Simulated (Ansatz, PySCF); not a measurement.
System: C2H7BN, net charge 0, doublet state. It need not be the lowest isomer of its formula. 
Structure (B3LYP-D3(BJ)/def2-TZVP (Ansatz, an electronic-structure program) minimum search):
```xyz
11

B      0.0407     0.0291     0.0031
C      1.5629    -0.1936     0.0177
C     -0.9731    -1.1792    -0.1110
N     -0.4454     1.3482     0.0944
H      2.0140    -1.1779    -0.0485
H      2.2841     0.6157     0.0950
H     -2.0233    -0.8768    -0.1097
H     -0.7950    -1.7507    -1.0274
H     -0.8314    -1.8846     0.7139
H     -1.4261     1.5738     0.0913
H      0.1528     2.1545     0.1689
```
Charge 0, spin multiplicity 2.

Property: atomisation energy (electronic, to ground-state atoms), in kJ/mol. Cores are frozen in the correlated levels unless marked. Open shells are spin-unrestricted. Spin-orbit coupling is left out. Non-relativistic. The coupled-cluster limit lacks core correlation, which all-electron functionals hold. CBS(X,Y): correlation extrapolated as X^-3; Hartree-Fock from the larger set. The bracket is a focal-point correction in the basis named.

```tsv
level	program	atomisation energy (kJ/mol)	minus last row
HF/cc-pVTZ	Ansatz	3189.6	-1016.0
HF/def2-TZVPD	PySCF	3184.5	-1021.1
HF/cc-pVQZ	Ansatz	3196.4	-1009.2
HF-D4/def2-TZVPD	PySCF + dftd4	3245.8	-959.8
r2SCAN-D3(BJ)/def2-TZVPD	Ansatz + dftd3	4242.0	36.4
PBE0/def2-SVP	Ansatz	4268.3	62.7
PBE0/def2-QZVPP	Ansatz	4244.1	38.5
BHLYP/def2-TZVPD	Ansatz	4128.3	-77.3
TPSSh-D3(BJ)/def2-TZVPD	PySCF + dftd3	4251.5	45.9
CAM-B3LYP-D3(BJ)/def2-TZVPD	Ansatz + dftd3	4257.7	52.1
CAM-B3LYP-D4/def2-TZVPD	Ansatz + dftd4	4258.1	52.5
LC-wPBE/def2-TZVPD	Ansatz	4225.0	19.4
B2PLYP-D4/def2-TZVPD	Ansatz + dftd4	4189.1	-16.5
B2PLYP/def2-TZVPD	Ansatz	4177.9	-27.7
MP2/6-31G	Ansatz	3647.9	-557.7
RI-MP2/CBS(aug-cc-pVTZ,aug-cc-pVQZ)	Ansatz	4245.0	39.4
SCS-MP2/6-31G	Ansatz	3655.2	-550.4
CCSD(T)/STO-3G	Ansatz	4298.6	93.0
CCSD(T)/6-31G*	Ansatz	3818.2	-387.4
CCSD(T)/aug-cc-pVDZ	Ansatz	3929.9	-275.7
RI-MP2/CBS(cc-pVTZ,cc-pVQZ)+[CCSD(T)-MP2]/cc-pVTZ	Ansatz	4205.6	0.0
```
